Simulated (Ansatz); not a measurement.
Basis-set extrapolation for C2H8FNSi, SMILES `NCC[SiH2]F` (PBE0-D4/def2-TZVP geometry, frozen core, the Gaussian-basis code of Ansatz). Multiplicity 1, RHF reference.

```json
{"": "HF", "def2-TZVPP": "-523.390319", "def2-QZVPP": "-523.411164"}
{"": "MP2 correlation", "def2-TZVPP": "-0.939473", "def2-QZVPP": "-1.011042"}
{"": "CCSD(T) correlation", "def2-TZVPP": "-1.018935", "def2-QZVPP": "not run"}
```

Energies in hartree. Use E(X) = E(∞) + A·exp(−7.88·√X) for Hartree–Fock and E(X) = E(∞) + B·X^(−2.97) for correlation, with X = 3 and 4, and add CCSD(T) minus MP2 of the smaller set to the MP2 limit.

Question: What is the CCSD(T) energy at the basis-set limit?

Answer: HF limit: -523.411164 + (-0.020845) × 0.13774 = -523.41404. MP2 limit: -1.011042 + (-0.071569) × 0.74074 = -1.06406. Higher-order term: -1.018935 − (-0.939473) = -0.07946. Total: -524.55756 hartree, 389.4 kJ/mol below CCSD(T)/def2-TZVPP.
